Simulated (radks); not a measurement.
Values are calculated unless marked as measured or tabulated.
Problem. All-electron atom: Er in [Xe] 4f12 6s2. Code: a radial shooting solver on a logarithmic mesh with Libxc functionals. Model: scalar-relativistic Kohn-Sham, PBE, spin-polarised, spherical densities, point nucleus; open shells are filled with parallel spins first (spin-orbit coupling, left out, can overturn this in heavy ions). Some entries of the table are withheld. Estimate them.

orbital,occ.,eigenvalue (Ry),r(max) (bohr),<r^2> (bohr^2)
1s up,1,-4217.136,0.01286,0.0005677
1s down,1,-4217.136,0.01286,0.0005677
2s up,1,-708.4521,0.07323,0.008833
2s down,1,-708.4506,0.07323,0.008833
2p up,3,-626.5381,0.05956,0.007187
2p down,3,-626.5370,0.05956,0.007187
3s up,1,-158.7637,0.2072,0.05803
3s down,1,-158.7012,0.2071,0.05800
3p up,3,-133.8508,0.2039,0.05843
3p down,3,-133.7884,0.2038,0.05840
3d up,5,-102.6840,0.1664,0.04875
3d down,5,-102.6364,0.1664,0.04871
4s up,1,-31.37249,0.4738,0.2915
4s down,1,-31.24042,0.4738,0.2915
4p up,3,-23.18035,0.4954,0.3306
4p down,3,-23.05031,0.4953,0.3307
4d up,5,-12.21290,0.5118,0.3955
4d down,5,-12.08500,0.5118,0.3961
5s up,1,(1),1.111,1.763
5s down,1,(2),1.115,1.779
5p up,3,-1.96067,1.274,(3)
5p down,3,-1.91681,1.280,(4)
6s up,1,-0.28354,3.361,18.31
4f up,7,-0.28307,0.5089,(5)
6s down,1,-0.27991,3.388,18.58
4f down,5,-0.17218,0.5099,(6)

Solution. 
(1) 5s up eigenvalue (Ry): -3.84193
(2) 5s down eigenvalue (Ry): -3.77962
(3) 5p up <r^2> (bohr^2): 2.543
(4) 5p down <r^2> (bohr^2): 2.579
(5) 4f up <r^2> (bohr^2): 0.9427
(6) 4f down <r^2> (bohr^2): 1.031
